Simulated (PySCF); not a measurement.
## Assigning NMR signals

Geometry:
```tsv
atom	x (Å)	y (Å)	z (Å)
C1	-3.619	-0.195	-0.430
N2	-2.399	-0.787	0.071
Si3	-0.862	-0.588	-0.683
Si4	0.857	-1.477	0.679
Cl5	0.192	-1.858	2.589
Si6	2.076	0.560	0.536
C7	3.549	0.348	-0.656
Si8	0.231	1.543	-0.609
Cl9	-0.833	2.814	0.629
H10	-3.731	0.851	-0.124
H11	-4.482	-0.756	-0.069
H12	-3.607	-0.233	-1.517
H13	-2.411	-0.843	1.079
H14	-1.105	-1.118	-2.037
H15	1.492	-2.751	0.319
H16	2.650	1.184	1.744
H17	3.220	-0.095	-1.592
H18	4.017	1.298	-0.893
H19	4.316	-0.298	-0.242
H20	0.447	2.413	-1.776
```

How the numbers were obtained: GFN2-xTB geometry, NMR shieldings at PBE0/pcSseg-1/GIAO, in PySCF (isolated molecule, one conformer, rapidly exchanging positions averaged, no relativistic terms).

δ = σ(ref) − σ, references computed at the same level: ¹³C (186.93 ppm) and ¹H (31.72 ppm) vs TMS.

(1) Assign these signals to the numbered atoms. ¹³C{¹H} NMR (computed): δ 34.7, -9.0.

(2) Assign these signals to the numbered atoms. ¹H NMR (600 MHz, computed): δ 6.04 (m, 2H), 5.57 (m, 1H), 4.81 (m, 1H), 2.95 (s, 3H), 0.47 (br s, 1H), 0.09 (d, 3H).

## Answers

(1) 
| δ (ppm) | atoms | environment | reason |
| --- | --- | --- | --- |
| 34.7 | C1 | methyl carbon bonded to N | the inductive effect lowers its shielding |
| -9.0 | C7 | methyl carbon bonded to Si | an electropositive neighbour leaves it electron-rich and shielded |

(2) 
6.04 → H15/H20, hydrogen on a silicon bonded to Cl, 2 Si, in a 4-membered ring
5.57 → H14, hydrogen on a silicon bonded to N, 2 Si, in a 4-membered ring
4.81 → H16, hydrogen on a silicon bonded to C, 2 Si, in a 4-membered ring
2.95 → H10/H11/H12, hydrogen on a methyl carbon bonded to N: its carbon carries N, hence the downfield position
0.47 → H13, hydrogen on a nitrogen bonded to C, Si: exchangeable; this is the value without hydrogen bonding to other molecules
0.09 → H17/H18/H19, hydrogen on a methyl carbon bonded to Si: an electropositive neighbour shields it, as in TMS itself

OH and NH positions are those of a molecule without intermolecular hydrogen bonds; in solution they move with solvent, concentration and temperature, and exchange usually removes their couplings. Shifts are as computed. Against solution values, carbons near 30 ppm lie about +3 ppm off and those near 130 ppm about +5 ppm. Of 1309 compounds with measured shifts, 239 miss one by over three times the rms of a fit or turn the order of signals round; such compounds aren't used in these exercises. Multiplicities follow the n + 1 count of equivalent neighbours, as no J values were calculated; m marks all less simple cases, F and P coupling included.
